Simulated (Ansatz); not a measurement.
Consider the formal hydrolysis of the Hf–F bond: `[F][Hf]([F])([F])[Br]` + H₂O → `[OH][Hf]([F])([F])[Br]` + H–F.

Program: Ansatz. Geometries: PBE0-D4/def2-TZVP. ΔE: electronic, gas phase. CCSD(T)/CBS is the MP2 limit (def2-TZVPP, def2-QZVPP) plus CCSD(T) − MP2 in def2-TZVPP, frozen cores. This one scheme is used for every species. DFT in def2-TZVPP. HSE06 is defined as in plane-wave codes. Elements past krypton have def2 core potentials. For Br, Hf outer-core shells are correlated without core-valence functions, which leaves a few kJ/mol of doubt a bond. Scalar relativity is left out up to krypton. One conformer a species, not always the lowest.

`[F][Hf]([F])([F])[Br]`:

```xyz
5

F    -0.097   -1.072    1.601
Hf   -0.076    0.031    0.067
F    -1.766   -0.068   -0.773
F     0.224    1.816    0.610
Br    1.715   -0.707   -1.505
```

H₂O:

Z-matrix (Å, degrees):
```
O
H 1 0.960
H 1 0.960 2 105.1
```

`[OH][Hf]([F])([F])[Br]`:

```xyz
6

O     0.796    0.456   -1.136
Hf   -0.320   -0.109    0.284
F    -1.372    1.356    0.876
F    -1.495   -1.462   -0.342
Br    1.060   -0.991    2.187
H     1.331    0.748   -1.868
```

H–F:

```xyz
2

F    -0.238   -0.350   -0.180
H     0.238    0.350    0.180
```

| level | ΔE (kJ/mol) | difference from CCSD(T)/CBS |
| --- | --- | --- |
| LDA (SPW92) | 37.5 | 1.1 |
| revPBE-D4 | 46.4 | 10.0 |
| BLYP-D4 | 45.6 | 9.2 |
| r2SCAN-D4 | 45.0 | 8.6 |
| r2SCANh-D4 | 43.0 | 6.6 |
| BHLYP-D4 | 38.3 | 1.9 |
| r2SCAN | 45.4 | 9.0 |
| PBE0 | 41.9 | 5.5 |
| HSE06 | 41.9 | 5.5 |
| LC-ωPBE | 42.9 | 6.5 |
| CCSD(T)/CBS | 36.4 | 0 |

(1) What do rigid-rotor, harmonic-oscillator terms from PBE0-D4/def2-TZVP frequencies (298.15 K, 1 bar) make of the CCSD(T)/CBS value? (Best estimate.)

Largest T1 diagnostic among the species: 0.014.

## Answers

(1) Computed: ΔZPE = -4.5 kJ/mol, ΔH = +33.3 kJ/mol, ΔS = 9 J/(mol·K), ΔG = +30.5 kJ/mol.

From BLYP to BHLYP (50 % exact exchange), in def2-TZVPP and without D4, ΔE moves by −8.1 kJ/mol. In def2-TZVPP, CCSD(T) changes the Hartree–Fock value by −3.3 kJ/mol (the triples alone add +0.2 kJ/mol) and MP2 by −6.5 kJ/mol. Leaving LDA and LC-ωPBE aside and taking each functional with its dispersion term where it has one, the values, not all of them listed here, spread over 10.3 kJ/mol, from PBE-QIDH to B97M-V. LDA lies −9.1 kJ/mol from PBE without D4.
